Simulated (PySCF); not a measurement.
C₅H₃FOS.
Numbering: `[O:1]=[C:2]([F:3])[c:4]1[cH:5][cH:6][cH:7][s:8]1` (hydrogens: H9 on C5; H10 on C6; H11 on C7)

Torsions of this conformer, `[O:1]=[C:2]([F:3])[c:4]1[cH:5][cH:6][cH:7][s:8]1`: O1–C2–C4–C5 179°.

The closed-shell ground state was solved at several levels (PySCF, density fitting, gas phase, non-relativistic). Isolated species at its PBE0-D3(BJ)/def2-SVP geometry (one conformer only).

```csv
level,basis functions,total energy (Eh),HOMO (eV),LUMO (eV),gap (eV),dipole (D)
OPBE/pcSseg-1,158,-765.3575,-6.68,-2.83,3.85,4.00
"PBE0/6-311+G(2d,p)",242,-765.1840,-7.69,-2.14,5.55,4.32
PBE0/6-31G,82,-764.8961,-7.66,-1.99,5.67,4.61
PBE0/pcSseg-1,158,-765.0082,-7.77,-2.13,5.64,4.24
PBE0/6-31G*,122,-765.0364,-7.43,-1.77,5.66,4.13
```

**Question.** What might PBE0/STO-3G (47 basis functions) give for the same quantities?

**Answer.** Total energy -755.8578 Eh, HOMO -5.04 eV, LUMO 1.36 eV, gap 6.40 eV, dipole 2.27 D.

**Question.** Over all these levels, which gives the widest orbital gap and which the narrowest?

**Answer.** PBE0/STO-3G (global hybrid, 25 % exact exchange) has the widest, 6.40 eV, and OPBE/pcSseg-1 (GGA) the narrowest, 3.85 eV. Functional and basis both differ between the two, so the spread mixes both effects.

**Question.** How much does the basis alone move the frontier levels among the 5 PBE0 rows (the withheld one included)?

**Answer.** The HOMO by 2.73 eV and the LUMO by 3.50 eV. By rising basis size (HOMO, LUMO in eV): STO-3G -5.04, 1.36; 6-31G -7.66, -1.99; 6-31G* -7.43, -1.77; pcSseg-1 -7.77, -2.13; 6-311+G(2d,p) -7.69, -2.14.

**Question.** How far do the dipole and the HOMO energy spread over the levels?

**Answer.** The dipole runs from 2.27 to 4.61 D (mean 3.93 D) and the HOMO from -7.77 to -5.04 eV.
